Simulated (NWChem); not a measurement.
Species: CH$_{4}$GeO$_{2}$, singlet; SMILES [O]([Ge][OH])C

```xyz
8

Ge     0.3632     0.7042    -0.0001
O     -1.4485     0.7621     0.0001
H     -1.8872    -0.1043     0.0012
O      0.6730    -1.0850     0.0003
C     -0.3065    -2.1069    -0.0002
H     -0.9514    -2.0617    -0.8909
H      0.2032    -3.0763    -0.0055
H     -0.9452    -2.0681     0.8951
```
Atoms are numbered in this order, from 1.

Computed with NWChem. Medium grid unless said otherwise, to which SCAN and Minnesota functionals are sensitive. Low-valent species are run as closed-shell singlets; no triplet was tried in these runs. The geometry was optimised at B3LYP/6-31G* (spherical d). Total energies of different functionals are on different scales.

```tsv
level	energy (Ha)	highest occupied level (eV)	orbital gap (eV)	dipole (D)
PBE/def2-TZVP	-2267.5623	-6.67	4.30	1.49
B3LYP/def2-TZVP	-2268.1385	-7.71	5.85	1.37
PBE0/def2-TZVP	-2267.6112	-7.87	6.24	1.44
CAM-B3LYP/def2-TZVP	-2268.1391	___	___	1.39
M06-2X/def2-TZVP	-2268.0161	-8.94	8.16	1.42
r2SCAN/def2-TZVP	-2267.9766	-6.97	4.64	1.57
```

Task: Some entries are withheld; supply them.

Result: 
- CAM-B3LYP/def2-TZVP, highest occupied level (eV): -9.24
- CAM-B3LYP/def2-TZVP, orbital gap (eV): 8.65
